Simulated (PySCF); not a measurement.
C₅H₅F₄O (doublet state).
Geometry (GFN2-xTB, Å), atoms numbered from 1 in this order:
```
atom  x, y, z in Å
C1     2.8804   -0.4948    0.2416
O2     1.5655   -0.6278    0.3449
C3     0.7371    0.2702   -0.1654
C4    -0.6121    0.1695   -0.0582
C5    -1.5487    1.1654   -0.6790
F6    -0.8561    2.1579   -1.3121
C7    -1.2586   -0.9868    0.6331
F8    -1.3396   -2.0852   -0.1508
F9    -0.6176   -1.3725    1.7438
F10   -2.5233   -0.7124    1.0012
H11    3.4584   -1.2784    0.6843
H12    3.3146    0.3486   -0.2655
H13    1.1670    1.1198   -0.6863
H14   -2.1811    1.6459    0.0789
H15   -2.1903    0.6887   -1.4324
```

The hyperfine couplings belong to this conformer and change with its torsions.

As a line formula: `[CH2]O/C=C(/CF)C(F)(F)F` [radical].

Level of theory: PySCF 2.14.0, UKS B3LYP, pcH-1 on C F H O, non-relativistic, mean-field spin-orbit, GIAO. The structure is a single GFN2-xTB conformer in the gas phase; no vibrational or solvent corrections. A GFN2-xTB geometry isn't a minimum of the functional, and hyperfine couplings can be far from their values at a DFT geometry. The SCF solution wasn't tested for stability.

Question: What is the g tensor, term by term?

Answer: 
| Δg (ppm) | 1 | 2 | 3 |
| --- | --- | --- | --- |
| relativistic mass correction | -179 | -179 | -179 |
| gauge correction | -2 | 47 | 35 |
| orbital Zeeman/spin–orbit | 32 | 739 | 1550 |
| total | -149 | 607 | 1407 |

So g = 2.00217, 2.00293, 2.00373 and g_iso = 2.00294; the tensor is rhombic: the two nearest values differ by 49 % of g3 − g1. Axes: g3 points within 5° of the C1–H11 bond.

Question: Average each term over the three axes. Which is largest in size?

Answer: The orbital-Zeeman/spin–orbit term 774, the mass correction -179 and the gauge correction 27 ppm, for a total of 622 ppm. The orbital-Zeeman/spin–orbit term is the largest in size. The mass correction is the same along every axis, so the anisotropy comes from the other two: their spans along these axes are 50 (gauge) and 1518 ppm (orbital Zeeman/spin–orbit).

Question: What effective moment and Curie constant follow for a powder?

Answer: With the mean of g² = 4.0118 and S(S+1) = 0.75: μ_eff = √(⟨g²⟩S(S+1)) = 1.735 μB and χT = 0.12505·⟨g²⟩·S(S+1) = 0.376 cm³ K/mol (cgs; spin-Hamiltonian part alone).

Question: In a frozen sample, at which fields do the three g values resonate at 9.5, 34, 94 and 263 GHz (hyperfine left aside), and which band first spreads them over more than twice a line width of 0.3 mT?

Answer: 
| band | GHz | B(g3) mT | B(g2) mT | B(g1) mT | spread mT |
| --- | --- | --- | --- | --- | --- |
| X | 9.5 | 338.75 | 338.88 | 339.01 | 0.26 |
| Q | 34.0 | 1212.35 | 1212.84 | 1213.29 | 0.94 |
| W | 94.0 | 3351.80 | 3353.14 | 3354.40 | 2.60 |
| J | 263.0 | 9377.91 | 9381.65 | 9385.19 | 7.29 |

The spread grows in proportion to the frequency. Q band is the first where it exceeds 0.6 mT.

The largest Mulliken spin populations are on C1 (+0.94), C4 (+0.14), O2 (+0.07) and C3 (-0.07). C1 is the only atom above +0.15. The angles at C1 add up to 360.0°, so it is planar; its axial dipolar tensor and the negative couplings of its protons fit spin in a p orbital normal to that plane.

The HOMO–LUMO gaps are 4.58 eV among the α and 5.59 eV among the β orbitals.

On Intel Xeon Platinum 8259CL at 2.50 GHz, one thread, shared host with 32 logical CPUs at a one-minute load of 31, this took 3.3 min wall (grids of density and orbitals included) and 1.1 GiB of memory at its peak.
